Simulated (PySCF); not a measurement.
but-1-en-3-yne (C₄H₄), SMILES C#CC=C. Atoms are numbered in the order given.

```xyz
8

C      0.1746    -1.9279     0.0000
C     -0.1153    -0.7359     0.0000
C     -0.4906     0.6372     0.0000
C      0.3755     1.6773     0.0000
H      0.4399    -2.9757     0.0000
H     -1.5774     0.8410     0.0000
H      1.4646     1.5171     0.0000
H      0.0076     2.7142     0.0000
```
Charge 0, spin multiplicity 1.

Geometry: PBE-D3(BJ)/def2-SVP.

Method: r2SCAN/def2-TZVPD run with PySCF.

Symmetry labels are those of the subgroup Cs that the program uses (full group Cs).

Computed valence orbital energies around the gap with their symmetry:
```tsv
orbital	symmetry	energy (eV)
HOMO−7	A'	-16.12
HOMO−6	A'	-13.61
HOMO−5	A'	-12.54
HOMO−4	A'	-11.38
HOMO−3	A'	-9.64
HOMO−2	A"	-8.64
HOMO−1	A'	-7.00
HOMO	A"	-6.28
LUMO	A"	-1.92
LUMO+1	A'	-0.07
LUMO+2	A'	0.91
LUMO+3	A'	1.36
```
